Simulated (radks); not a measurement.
Problem. The sulfur ion S+, [Ne] 3s2 3p3. Method: non-relativistic Kohn-Sham, exchange-only LDA, spin-polarised, spherical densities, point nucleus; computed with a radial shooting solver on a logarithmic mesh with Libxc functionals. Every spin shell is full or empty, so the densities are truly spherical. Functionals are evaluated on that one density, not self-consistently. Rank these orbital-free kinetic functionals by their error against the exact value of the orbitals, and give that value: Thomas-Fermi, von Weizsacker, TF + vW/9, TF + vW/5, LC94, revAPBEK, Perdew 92, Pearson, LKT, PG1, DePristo-Kress, Ernzerhof.

Solution. Exact: 395.195 hartree. From best to worst, with 100 (|E| - |E exact|)/|E exact| (equal figures are ties): DePristo-Kress +0.06, Ernzerhof +0.09, LC94 +0.16, Perdew 92 -0.52, TF + vW/9 -0.53, revAPBEK +0.65, Pearson -1.55, TF + vW/5 +4.87, Thomas-Fermi -7.28, PG1 +24.76, LKT +30.58, von Weizsacker -39.29.
